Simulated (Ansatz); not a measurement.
Program: Ansatz 0.2.0.

A structure relaxed at PBE0-D4/def2-TZVP, charge 0, multiplicity 1:

| atom | x (Å) | y (Å) | z (Å) |
| --- | --- | --- | --- |
| F1 | -1.5423 | -0.8573 | 0.5311 |
| C2 | -0.6668 | 0.0782 | 0.0097 |
| Si3 | 0.6736 | 0.4473 | 1.3272 |
| C4 | -0.0898 | -0.4000 | -1.2964 |
| F5 | 0.7418 | -1.4610 | -1.1033 |
| Cl6 | -1.3526 | -0.8736 | -2.4483 |
| H7 | -1.2350 | 0.9918 | -0.2030 |
| H8 | 0.0039 | 1.1255 | 2.4630 |
| H9 | 1.3088 | -0.8136 | 1.7695 |
| H10 | 1.6777 | 1.3588 | 0.7185 |
| H11 | 0.4806 | 0.4038 | -1.7680 |

(1) Give its formula and SMILES.

(2) Summarise the bond lengths by kind.

Answers

(1) C2H5ClF2Si, `F[C@@H]([SiH3])[C@@H](F)Cl`.

(2) 2 × C–F 1.362 to 1.383 Å; 1 × C–Si 1.915 Å; 1 × C–C 1.506 Å; 2 × C–H 1.093 to 1.097 Å; 3 × H–Si 1.480 to 1.486 Å; 1 × C–Cl 1.774 Å.
